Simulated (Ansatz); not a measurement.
Energy difference R1 → 3 P1 + P2, each structure at its B3LYP-D3(BJ)/def2-TZVP stationary point, reached from a drawn start (curvature not checked).
R1: O3S (SMILES O=S(=O)=O), charge 0, multiplicity 1.
P1: O atom, charge 0, multiplicity 3.
P2: S atom, charge 0, multiplicity 3.

P less R. No zero-point or thermal terms; singlets are restricted closed shells; open shells are unrestricted; no spin–orbit coupling.

Frozen-core correlation throughout.

The values were computed with Ansatz (a program for electronic structure) with Gaussian orbitals. Each number belongs to the level named beside it.

```
level                reaction energy (kcal/mol)
-------------------  --------------------------
HF/cc-pV(D+d)Z                           102.95
SVWN5/def2-TZVPP                         454.38
PBE/def2-TZVPP                           373.91
revPBE/def2-TZVPP                        349.47
wB97M-V/def2-TZVPP                       341.81
SCS-MP2/cc-pV(T+d)Z                      341.14
CCSD/cc-pV(T+d)Z                     (withheld)
CCSD/cc-pV(Q+d)Z                     (withheld)
CCSD(T)/cc-pV(Q+d)Z                  (withheld)
```

Question: Some entries are withheld; supply them.

Answer: 
- CCSD/cc-pV(T+d)Z, reaction energy (kcal/mol): 302.07
- CCSD/cc-pV(Q+d)Z, reaction energy (kcal/mol): 314.72
- CCSD(T)/cc-pV(Q+d)Z, reaction energy (kcal/mol): 334.63
